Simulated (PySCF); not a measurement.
**Radial density of Cr- (chromium, charge -1)**

wB97M-V, [Ar] 3d5 4s2, high-spin 6S determinant. All numbers are calculated (PySCF 2.14, no relativity, point nucleus, in aug-cc-pVDZ).

| r (bohr) | 4πr²ρ (e/bohr) | 4πr²(ρα − ρβ) |
| --- | --- | --- |
| 0.000867 | 0.08444 | 0.0000 |
| 0.00146 | 0.2322 | 0.0000 |
| 0.00245 | 0.6264 | 0.0000 |
| 0.00413 | 1.635 | 0.0001 |
| 0.00694 | 4.043 | 0.0003 |
| 0.0117 | 9.121 | 0.0006 |
| 0.0196 | 17.66 | 0.0011 |
| 0.0330 | 26.61 | 0.0015 |
| 0.0556 | 27.55 | 0.0014 |
| 0.0935 | 21.89 | 0.0079 |
| 0.157 | 28.01 | 0.0746 |
| 0.264 | 27.61 | 0.4634 |
| 0.445 | 10.95 | 1.7603 |
| 0.748 | 13.36 | 3.3079 |
| 1.26 | 7.334 | 2.6837 |
| 2.12 | 1.610 | 1.0225 |
| 3.56 | 0.6528 | 0.2204 |
| 5.99 | 0.2189 | 0.0014 |
| 10.1 | 0.03062 | -0.0084 |
| 16.9 | 0.0005201 | -0.0002 |

Where is the radial spin density 4πr²(ρα − ρβ) most negative, and why is it negative at all?

Around r = 10.1 bohr, down to -0.0084 e/bohr: exchange with the open shell polarises the paired shells in an unrestricted calculation.
